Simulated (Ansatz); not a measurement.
Isolated molecules relaxed with PBE0-D4/def2-TZVP in Ansatz; ΔE leaves out vibrations. CCSD(T)/CBS adds triple-zeta CCSD(T) − MP2 to the extrapolated MP2 energy (def2 sets, frozen cores). For Ge outer-core shells are correlated without core-valence functions, which leaves a few kJ/mol of doubt a bond. Scalar relativity is left out up to krypton. Each species was taken in one conformer, which may not be the lowest.

`[F][GeH]1[O][SiH2]1` + `NB1CO1` → `[NH2][GeH]1[O][SiH2]1` + `FB1CO1`  (redistribution)

```
                species  CCSD/CBS(def2) energy (Eh)
  `[F][GeH]1[O][SiH2]1`                 -2541.96991
               `NB1CO1`                  -195.13499
`[NH2][GeH]1[O][SiH2]1`                 -2498.06426
               `FB1CO1`                  -239.02957
```

Question: Work out ΔE.

Answer: ΔE = (-2498.06426) + (-239.02957) − (-2541.96991) − (-195.13499) = 0.01107 Eh = +29.1 kJ/mol. CCSD(T)/CBS gives +28.0 kJ/mol.

Question: What do rigid-rotor, harmonic-oscillator terms from PBE0-D4/def2-TZVP frequencies (298.15 K, 1 bar) make of the CCSD(T)/CBS value? (Best estimate.)

Answer: The calculation gave: ΔZPE = -2.9 kJ/mol, ΔH = +26.1 kJ/mol, ΔS = 8 J/(mol·K), ΔG = +23.8 kJ/mol.

Largest T1 diagnostic among the species: 0.014.

Leaving LDA and LC-ωPBE aside and taking each functional with its dispersion term where it has one, the values, not all of them listed here, spread over 6.9 kJ/mol, from PBE-QIDH to BLYP-D4. In def2-TZVPP, CCSD(T) changes the Hartree–Fock value by −6.8 kJ/mol (the triples alone add −1.1 kJ/mol) and MP2 by −7.4 kJ/mol.
